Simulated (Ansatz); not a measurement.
Consider the formal exchange of groups at the Si–I bond: `SC[SiH2]I` + CH₄ → `C[SiH2]CS` + HI.

Calculated with Ansatz (gas phase, PBE0-D4/def2-TZVP geometries, no zero-point term in ΔE). CCSD(T)/CBS adds triple-zeta CCSD(T) − MP2 to the extrapolated MP2 energy (def2 sets, frozen cores). This one scheme is used for every species. Functionals use def2-TZVPP. B3LYP here is the variant with VWN-RPA as its local correlation; programs differ in this. HSE06 is defined as in plane-wave codes. def2 core potentials past Kr. For I outer-core shells are correlated without core-valence functions, which leaves a few kJ/mol of doubt a bond. Each species was taken in one conformer, which may not be the lowest.

`SC[SiH2]I`:

Z-matrix (Å, degrees):
```
C
Si 1 1.871
S 1 1.809 2 112.8
H 1 1.092 2 111.8 3 -126.5
H 1 1.095 2 107.3 3 115.9
I 2 2.447 1 109.3 3 62.9
H 2 1.480 1 110.7 3 -55.8
H 2 1.485 1 111.2 3 -179.4
H 3 1.345 1 96.8 2 -52.0
```

CH₄:

Cartesian coordinates in Å:
```
C 0.000 0.000 0.000
H 0.292 0.222 -1.026
H 0.266 0.839 0.643
H 0.518 -0.896 0.339
H -1.076 -0.164 0.044
```

`C[SiH2]CS`:

Cartesian coordinates in Å:
```
C -1.652 -0.413 -0.147
Si -0.165 0.651 -0.518
C 1.436 -0.255 -0.127
S 1.566 -0.663 1.636
H -1.633 -0.742 0.894
H -2.578 0.139 -0.319
H -1.663 -1.299 -0.785
H -0.188 1.892 0.307
H -0.157 1.053 -1.955
H 1.447 -1.218 -0.646
H 2.318 0.299 -0.457
H 1.268 0.556 2.115
```

HI:

Z-matrix (Å, degrees):
```
I
H 1 1.610
```

```csv
level,ΔE (kJ/mol),difference from CCSD(T)/CBS
revPBE-D4,93.7,-5.7
BLYP-D4,93.1,-6.3
r2SCAN-D4,95.6,-3.8
r2SCAN0-D4,97.3,-2.1
PBE-QIDH,98.4,-1.0
B3LYP,90.9,-8.5
r2SCANh,96.1,-3.3
HSE06,95.4,-4.0
MP2/def2-SVP,93.5,-5.9
CCSD(T)/def2-SVP,86.4,-13.0
HF/def2-TZVPP,94.7,-4.7
MP2/def2-TZVPP,101.0,1.6
SCS-MP2/def2-TZVPP,96.2,-3.2
CCSD/def2-TZVPP,88.7,-10.7
MP2/CBS(def2),110.5,11.1
CCSD/CBS(def2),98.2,-1.2
CCSD(T)/CBS,99.4,0
```

Largest T1 diagnostic among the species: 0.010.

The D4 term adds +4.0 kJ/mol with B3LYP and +2.0 kJ/mol with PBE0; it sums over pairs of atoms, weighted by their polarisabilities, and B3LYP, whose exchange is more repulsive, gets the larger term. From BLYP to BHLYP (50 % exact exchange), in def2-TZVPP and without D4, ΔE moves by +3.2 kJ/mol. Leaving LDA and LC-ωPBE aside and taking each functional with its dispersion term where it has one, the values, not all of them listed here, spread over 9.6 kJ/mol, from B97M-V to BHLYP-D4. LDA lies −4.5 kJ/mol from PBE without D4.

CCSD(T)/CBS has its own doubt, a few kJ/mol and more with outer-core shells, so smaller differences from it don't rank the levels.
